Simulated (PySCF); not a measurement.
C₄H₄ClOP.
Atom-mapped SMILES: `[O:1]=[P@H:2]1[CH:3]=[CH:4][C:5]([Cl:6])=[CH:7]1` (hydrogens: H8 on P2; H9 on C3; H10 on C4; H11 on C7)

Method: PBE0/cc-pVDZ geometry optimisation, gas phase (PySCF 2.14.0); density fitting, grid level 1; the optimiser is geomeTRIC in internal coordinates, started from a GFN2-xTB structure.

Step 0: E = -28055.9292 eV
```
atom  x, y, z in Å  |  force x, y, z in eV/Å
O1     -1.0513   -0.1676    1.4140   -2.299   0.632   2.096
P2      0.0010   -0.4555    0.4426    2.058  -0.024  -1.080
C3      0.8178    0.9042   -0.4391   -0.022  -0.221   0.004
C4      2.1408    0.7807   -0.3042   -0.088   0.267  -0.162
C5      2.5636   -0.3557    0.5099   -0.180  -0.455   0.298
Cl6     4.2353   -0.6113    0.7723    0.428  -0.036   0.042
C7      1.5848   -1.1243    1.0085    0.032   0.111  -0.241
H8     -0.3830   -1.3215   -0.5800   -0.087  -0.588  -0.779
H9      0.3139    1.6728   -0.9986   -0.233   0.393  -0.259
H10     2.8788    1.4425   -0.7290    0.326   0.324  -0.231
H11     1.7184   -1.9953    1.6236    0.065  -0.403   0.313
```

Step 1: E = -28056.0512 eV
```
atom  x, y, z in Å  |  force x, y, z in eV/Å
O1     -1.1207   -0.1721    1.4381    0.031  -0.010  -0.025
P2     -0.0035   -0.4434    0.4621   -0.077  -0.127  -0.144
C3      0.8138    0.9175   -0.4332   -0.076   0.083  -0.013
C4      2.1419    0.7858   -0.3137    0.112  -0.001   0.017
C5      2.5642   -0.3693    0.5123    0.166   0.090  -0.033
Cl6     4.2620   -0.6294    0.7498   -0.172   0.000  -0.027
C7      1.5846   -1.1264    1.0257    0.006  -0.101   0.110
H8     -0.3253   -1.3363   -0.6271    0.014   0.096   0.131
H9      0.2996    1.7008   -0.9926    0.022  -0.040   0.025
H10     2.8896    1.4450   -0.7606   -0.015  -0.025  -0.012
H11     1.7138   -2.0032    1.6590   -0.010   0.035  -0.029
```

**Question.** Estimate the geometry and energy of step 2. (The exact step hangs on the optimiser's Hessian estimate; all steps are aligned on step 1, rigid shifts and turns removed.)

**Answer.** E = -28056.0533 eV, largest force 0.066 eV/Å
```
atom  x, y, z in Å  |  force x, y, z in eV/Å
O1     -1.1245   -0.1796    1.4313   -0.003  -0.002  -0.009
P2     -0.0033   -0.4461    0.4593   -0.009  -0.014   0.015
C3      0.8142    0.9210   -0.4289    0.002   0.022  -0.014
C4      2.1438    0.7889   -0.3128   -0.012  -0.028   0.020
C5      2.5637   -0.3651    0.5147    0.063  -0.002  -0.020
Cl6     4.2558   -0.6367    0.7426   -0.034   0.004  -0.001
C7      1.5851   -1.1235    1.0314   -0.008   0.008   0.005
H8     -0.3204   -1.3345   -0.6253    0.003   0.016   0.014
H9      0.2998    1.7020   -0.9884   -0.003  -0.002  -0.006
H10     2.8911    1.4424   -0.7672   -0.003  -0.001   0.001
H11     1.7146   -1.9997    1.6633    0.004  -0.001  -0.005
```

The energy changes by -0.0021 eV. The first-order estimate −F·Δx gives -0.0038 eV and the mean of the old and new forces, exact on a quadratic surface, -0.0020 eV. The step makes an angle of 68° with the force vector and moves no atom by more than 0.012 Å.

What follows is the cost of the whole optimisation. Time: 29 s; peak memory 0.57 GiB. Hardware: an Arm Neoverse V1 with one thread, no GPU, shared host.
